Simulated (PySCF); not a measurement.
Vertical excitations of a molecule C2H6N2Si from PySCF 2.14.0 with TDDFT-PBE/def2-SVPD, as energy in eV (oscillator strength): 5.32 (0.010), 5.36 (0.017), 5.43 (0.003), 5.55 (0.053), 5.99 (0.000), 6.23 (0.011), 6.24 (0.021), 6.31 (0.012), 6.35 (0.012), 6.84 (0.046). Lowest triplet (TDA): 4.80 eV. Coordinates come from a r2SCAN-D4/def2-SVP optimisation. One conformer was computed; it need not be the lowest.

### Question
Pick the molecule that these values belong to.
A) N#CC[SiH2]N
B) C#C[SiH](N)N
C) N[Si@H]1C=NC1

### Answer
B, C#C[SiH](N)N
